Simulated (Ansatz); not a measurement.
Cl2HHfIO (`[OH][Hf]([Cl])([Cl])[I]`), 6 atoms. Total charge 0; spin multiplicity 1. Correlated methods include outer-core shells of Hf, I, which these sets cover unevenly. Hf, I: def2 effective core potential. All runs use 4 threads of a server CPU on a shared host. Correlated methods freeze the cores.

Question: How many basis functions does each run have, and how long does it take in Ansatz? RKS HSE06-D4/def2-TZVPP energy; RKS PBE0-D4/def2-TZVP frequencies; RKS CAM-B3LYP-D4/def2-TZVPP energy; RKS PBE-D4/def2-TZVPP energy and forces; RHF-CCSD(T)/def2-SVP energy; RHF-CCSD(T)/def2-TZVPP energy; RKS SPW92/def2-TZVPP energy; RKS PBE0-D4/def2-QZVPP energy; RHF-MP2/def2-QZVPP energy; RKS ωB97M-V/def2-SVP energy; RKS PBE0-D4/def2-TZVP relaxation (5 steps); direct RPA on PBE orbitals/def2-TZVPP energy. (An estimate is asked.)

Answer: Ansatz gave: Other jobs shared the machine, so times are rough.

```
                                level                   job  functions  wall time  peak host memory (GiB)
                 RKS SPW92/def2-TZVPP                energy        235      1.4 s                    0.36
                RKS PBE-D4/def2-TZVPP     energy and forces        235      2.5 s                    0.37
              RKS HSE06-D4/def2-TZVPP                energy        235      4.1 s                     0.9
          RKS CAM-B3LYP-D4/def2-TZVPP                energy        235      5.5 s                    0.93
                 RKS ωB97M-V/def2-SVP                energy        113      7.5 s                    0.44
direct RPA on PBE orbitals/def2-TZVPP                energy        235      8.5 s                    0.66
               RKS PBE0-D4/def2-QZVPP                energy        390       10 s                     1.7
                 RHF-CCSD(T)/def2-SVP                energy        113       12 s                    0.66
                   RHF-MP2/def2-QZVPP                energy        390       15 s                     1.8
                RKS PBE0-D4/def2-TZVP  relaxation (5 steps)        201       24 s                     0.7
                RKS PBE0-D4/def2-TZVP           frequencies        201    2.4 min                    0.71
               RHF-CCSD(T)/def2-TZVPP                energy        235    3.4 min                     5.2
```

HSE06 is defined as in plane-wave codes.
